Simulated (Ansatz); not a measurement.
Relaxation of C3H11AlSi (16 atoms, charge 0, multiplicity 1), to a largest force component of 0.02 eV/Å in at most 40 steps.

Level of theory: Ansatz, RKS PBE-D4/STO-3G.

```xyz
16
Properties=species:S:1:pos:R:3:forces:R:3
Al 0.094 2.014 2.135 -1.24 2.85 -1.55
C -0.572 0.659 0.827 1.48 1.69 2.04
C 0.505 -0.360 0.536 3.00 0.04 1.98
C 0.147 -1.472 -0.392 -5.89 0.84 -1.21
Si -0.088 -0.921 -2.189 -0.73 0.39 0.33
H -1.060 3.061 2.716 1.58 -1.80 -0.24
H 1.484 2.751 1.843 -0.95 -1.16 0.66
H -1.420 0.175 1.254 -1.52 -0.78 0.28
H -0.858 1.200 -0.064 -0.43 0.46 -0.79
H 1.432 0.146 0.143 -0.41 -0.09 0.26
H 0.834 -0.825 1.534 -0.30 0.44 -1.02
H -0.878 -1.893 -0.028 1.62 0.53 -0.66
H 0.776 -2.273 -0.384 2.96 -3.07 0.30
H 1.149 -0.295 -2.593 0.21 0.06 -0.32
H -0.396 -2.089 -3.018 0.05 0.29 0.02
H -1.172 0.100 -2.276 0.57 -0.68 -0.09
```

Q: Where does it end, and by what steps?

A: It converged. The force dipped under the threshold on the way, but the program's further checks kept it going. Limits of this set-up: minimal basis. After 27 steps the energy has fallen by 1.227 eV; H7 moved furthest, 0.93 Å.

```csv
step,energy less start (eV),largest force component (eV/Å),accepted
0,0.0000,5.888,yes
1,-1.0906,1.308,yes
2,-1.2115,0.314,yes
3,-1.2187,0.134,yes
4,-1.2206,0.077,yes
5,-1.2233,0.064,yes
6,-1.2238,0.023,yes
7,-1.2237,0.068,no
8,-1.2242,0.017,yes
9,-1.2246,0.033,yes
10,-1.2231,0.137,no
11,-1.2250,0.022,yes
12,-1.2252,0.051,yes
13,-1.2254,0.047,yes
14,-1.2257,0.034,yes
15,-1.2259,0.033,yes
16,-1.2260,0.034,yes
17,-1.2262,0.043,yes
18,-1.2264,0.045,yes
19,-1.2266,0.041,yes
20,-1.2267,0.056,yes
21,-1.2267,0.065,no
22,-1.2269,0.027,yes
23,-1.2270,0.018,yes
24,-1.2270,0.025,yes
25,-1.2271,0.024,yes
26,-1.2272,0.019,yes
27,-1.2272,0.013,yes
```

```xyz
16
Properties=species:S:1:pos:R:3
Al 0.023 2.186 2.001
C -0.480 0.780 0.779
C 0.599 -0.327 0.562
C 0.152 -1.484 -0.394
Si -0.228 -0.931 -2.161
H -0.992 3.255 2.348
H 1.414 2.220 2.598
H -1.414 0.294 1.125
H -0.735 1.221 -0.206
H 1.529 0.129 0.160
H 0.873 -0.774 1.542
H -0.740 -1.979 0.036
H 0.953 -2.249 -0.422
H 0.845 -0.086 -2.665
H -0.346 -2.093 -3.028
H -1.475 -0.185 -2.232
```

Whether the end is a true minimum wasn't checked by a vibrational analysis.

Run time: 98 s on 1 thread of Arm Neoverse V1, with other jobs on the host, peak memory 0.13 GiB.
